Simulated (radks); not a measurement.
Values are calculated unless marked as measured or tabulated.
Task: Pr36+, 23 electrons, occupied as [Ar] 3d5. Level of theory: scalar-relativistic Kohn-Sham, r2SCAN, spin-polarised, spherical densities, finite nucleus; open shells are filled with parallel spins first (spin-orbit coupling, left out, can overturn this in heavy ions); meta-GGA in the generalised Kohn-Sham scheme; Fermi nuclear charge, rms radius 4.8919 fm (a radial shooting solver on a logarithmic mesh with Libxc functionals). Some entries of the table are withheld. Estimate them.

| orbital | occ. | eigenvalue (hartree) | r(max) (bohr) | <r> (bohr) |
|---|---|---|---|---|
| 1s up | 1 | -1603.679 | 0.01541 | 0.02410 |
| 1s down | 1 | -1603.678 | 0.01541 | 0.02409 |
| 2s up | 1 | -311.6676 | 0.08704 | 0.1025 |
| 2s down | 1 | -310.7169 | 0.08693 | 0.1023 |
| 2p up | 3 | -285.7040 | (1) | 0.09006 |
| 2p down | 3 | -284.9879 | (2) | 0.08983 |
| 3s up | 1 | -109.6896 | 0.2412 | 0.2584 |
| 3s down | 1 | -108.7405 | 0.2418 | 0.2595 |
| 3p up | 3 | -101.4779 | 0.2345 | 0.2535 |
| 3p down | 3 | -100.4670 | 0.2352 | 0.2548 |
| 3d up | 5 | -91.14600 | 0.1894 | 0.2268 |
| 3d down | 0 | -89.83720 | 0.1903 | 0.2283 |

Result: 
(1) 2p up r(max) (bohr): 0.07013
(2) 2p down r(max) (bohr): 0.07002
